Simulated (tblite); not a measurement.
Run record: tight-binding relaxation, `COCCP(C)C(F)(F)F`.

Computed with GFN2-xTB geometry optimisation, gas phase (tblite 0.8.0). Start geometry: from a force field or distance geometry. A driver script takes a list of jobs; this job's settings line and coordinates (Å) are shown.

Command:
```bash
OMP_NUM_THREADS=1 python probes_run.py task.json out
```

Input:
```
{"job": {"kind": "relax", "xc": "GFN2-xTB", "basis": "xTB"}, "charge": 0, "multiplicity": 1}
C      2.739800    -0.018000    -0.907100
O      1.932700    -1.081300    -0.534800
C      1.281000    -0.935900     0.674500
C      0.348300     0.235000     0.643000
P     -0.958200     0.110800    -0.666700
C     -2.172200    -1.260100    -0.339300
C     -1.927200     1.698600    -0.561100
F     -3.124200     1.458800    -1.177300
F     -2.081600     1.921000     0.798300
F     -1.203800     2.679200    -1.175500
H      3.255300    -0.243400    -1.888100
H      2.059800     0.855100    -1.141100
H      3.505700     0.238900    -0.179600
H      0.719000    -1.877400     0.881300
H      2.038200    -0.743600     1.475200
H     -0.123700     0.428700     1.670500
H      0.921500     1.150700     0.442400
H     -2.285200    -1.796300    -1.316000
H     -1.812600    -1.972100     0.439900
H     -3.117800    -0.838100     0.039200
```

Question: What does the run print?

Answer: 
```
step      E/eV     max force
  0    -994.34763    3.435
  1    -994.84722    2.243
  2    -995.12687    1.166
  3    -995.21685    0.679
  4    -995.24949    0.389
  5    -995.26615    0.441
  6    -995.29546    0.506
  7    -995.32721    0.644
  8    -995.35976    0.483
  9    -995.38291    0.322
... (118 lines left out)
128    -995.63732    0.017
129    -995.63737    0.014
130    -995.63741    0.020
131    -995.63745    0.018
132    -995.63748    0.011
133    -995.63751    0.012
134    -995.63753    0.013
135    -995.63756    0.016
136    -995.63758    0.013
137    -995.63759    0.007
```

«max force» is the largest atomic force in eV/Å.

Question: From which step on does the largest force stay under 0.1 eV/Å, and how much energy is left to gain from there?

Answer: From step 73 (0.079 eV/Å), 30.7 meV above the end.

Main results: energy lowered by 29.7 kcal/mol over 137 steps; largest atomic force 0.007 eV/Å at the end.

Question: Where do the atoms end?

Answer: 0.612 Å rms from the input after alignment:
```
atom  x, y, z in Å
C1     2.5389   -0.3344   -1.0406
O2     1.5418   -1.1097   -0.4155
C3     1.1898   -0.6659    0.8793
C4     0.2181    0.5121    0.7761
P5    -0.6208    0.2666   -0.8736
C6    -1.6885   -1.1843   -0.4848
C7    -1.9658    1.5635   -0.5334
F8    -2.8867    1.5741   -1.5087
F9    -2.6414    1.3949    0.6204
F10   -1.4390    2.7985   -0.4805
H11    2.7438   -0.8143   -1.9951
H12    2.2030    0.6925   -1.2219
H13    3.4518   -0.3150   -0.4359
H14    0.6963   -1.5200    1.3491
H15    2.0848   -0.4142    1.4619
H16   -0.4949    0.5260    1.6028
H17    0.7446    1.4699    0.7565
H18   -2.4894   -1.2350   -1.2220
H19   -1.0776   -2.0799   -0.5730
H20   -2.1139   -1.1148    0.5165
```

The run took 1.1 s on one thread of an Intel Xeon Platinum 8488C, no GPU, on a shared host.
Labels such as C1 count atoms from 1, the log's own numbers from 0.
